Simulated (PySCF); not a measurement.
**Unknowns**

- σ from GIAO-PBE0/pcSseg-1
- geometry: PBE0-D3(BJ)/def2-SVP
- run in PySCF 2.14.0 with density-fitted response routines
- one conformer, non-relativistic Hamiltonian, averaged over atoms made equivalent by symmetry, fast rotation or ring inversion, in vacuum

Referencing at the same level of theory: 1H (31.27 ppm), 13C (184.41 ppm) against TMS. Where no couplings were computed, multiplicities follow the n + 1 count of equivalent neighbours, and m marks all less simple cases (inequivalent or close neighbours, rings, F or P nearby). Shifts are as computed. Against solution values, carbons near 30 ppm lie about +2 ppm off and those near 130 ppm about +5 ppm. Of 1211 compounds with measured shifts, 218 miss one by over three times the rms of a fit or turn the order of signals round; such compounds aren't used in these exercises.

Question: C9H10. 1H NMR (400 MHz, computed): δ 7.66 (d, 1H), 7.31 (m, 1H), 7.27 (m, 1H), 7.24 (m, 1H), 7.02 (m, 1H), 5.95 (m, 1H), 5.55 (m, 1H), 2.33 (s, 3H). 13C{1H} NMR (computed): δ 143.2, 141.3, 140.4, 135.6, 133.7, 131.8, 130.1, 121.3, 22.2. Identify the compound.

Answer: `C=Cc1ccccc1C`. Rings plus π bonds: 5 (1 ring in the answer). 9 carbon signals for 9 carbons: no two carbons are equivalent. Carbon types of the structure: 2 × C, 5 × CH, 1 × CH2, 1 × CH3, which accounts for all hydrogens. δC 143.2: alkene CH; the olefinic region. δC 141.3, 140.4: substituted aromatic carbon. δC 135.6, 133.7, 131.8, 130.1: aromatic CH; the aromatic region. δC 121.3: terminal =CH2 carbon; the olefinic region.

This is the structure that produced the data.

Question: C8H9N. 1H NMR (400 MHz, computed): δ 7.31 (m, 2H), 6.96 (t, 1H), 6.92 (d, 2H), 1.83 (s, 4H). 13C{1H} NMR (computed): δ 159.4 (C), 134.6 (CH), 125.7 (CH), 123.9 (CH), 27.0 (CH2). What is it?

Answer: 1-phenylaziridine (c1ccccc1N1CC1). The formula gives 5 degrees of unsaturation (2 rings in the answer). 5 carbon signals for 8 carbons: some carbons are equivalent by symmetry or fast rotation. Carbon types of the structure: 1 × C, 5 × CH, 2 × CH2, which accounts for all hydrogens. δC 159.4: aromatic carbon bearing nitrogen; the electronegative substituent deshields the carbon that carries it. δC 134.6, 125.7, 123.9: aromatic CH. δC 27.0: aziridine ring carbon; the inductive effect lowers its shielding. δH 7.31, 6.96, 6.92: hydrogen on an aromatic CH.

The data come from this structure; uniqueness wasn't tested.
